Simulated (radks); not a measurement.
Isoelectronic series with 19 electrons, each ion in its NIST ground configuration. All-electron calculation, Dirac Kohn-Sham, PBE, spin-unpolarised, spherical densities, finite nucleus; open shells fill j = l - 1/2 first; Fermi nuclear charge, rms radius of each element as measured or else 0.836 A^(1/3) + 0.57 fm. Program: a radial shooting solver on a logarithmic mesh with Libxc functionals. Total energies (hartree) and orbital eigenvalues (eV):

| ion | configuration | E (hartree) | 3p3/2 | 3p1/2 |
|---|---|---|---|---|
| K | [Ar] 4s1 | -602.08908 | -18.7229 | -18.9895 |
| Ti3+ | [Ar] 3d1 | -851.81353 | -70.6759 | -71.3668 |
| Mn6+ | [Ar] 3d1 | -1148.28435 | -156.6751 | -158.1789 |
| Ni9+ | [Ar] 3d1 | -1491.51998 | -271.2776 | -274.1368 |
| Ga12+ | [Ar] 3d1 | -1881.91432 | -413.8392 | -418.7907 |
| Se15+ | [Ar] 3d1 | -2319.96994 | -584.1680 | -592.1787 |
| Rb18+ | [Ar] 3d1 | -2806.27789 | -782.2174 | -794.5211 |
| Zr21+ | [Ar] 3d1 | -3341.51403 | -1008.010 | -1026.148 |
| Tc24+ | [Ar] 3d1 | -3926.44076 | -1261.612 | -1287.472 |
| Pd27+ | [Ar] 3d1 | -4561.91691 | -1543.114 | -1578.987 |
| In30+ | [Ar] 3d1 | -5248.90136 | -1852.634 | -1901.257 |
| Te33+ | [Ar] 3d1 | -5988.45581 | -2190.307 | -2254.925 |
| Cs36+ | [Ar] 3d1 | -6781.7734 | -2556.286 | -2640.718 |
| Ce39+ | [Ar] 3d1 | -7630.1651 | -2950.742 | -3059.450 |
| Pm42+ | [Ar] 3d1 | -8535.0906 | -3373.861 | -3512.033 |
| Gd45+ | [Ar] 3d1 | -9498.1412 | -3825.844 | -3999.488 |
| Ho48+ | [Ar] 3d1 | -10521.1895 | -4306.907 | -4522.955 |
| Yb51+ | [Ar] 3d1 | -11606.1792 | -4817.285 | -5083.712 |
| Ta54+ | [Ar] 3d1 | -12755.4135 | -5357.223 | -5683.190 |
| Os57+ | [Ar] 3d1 | -13971.3514 | -5926.988 | -6322.999 |
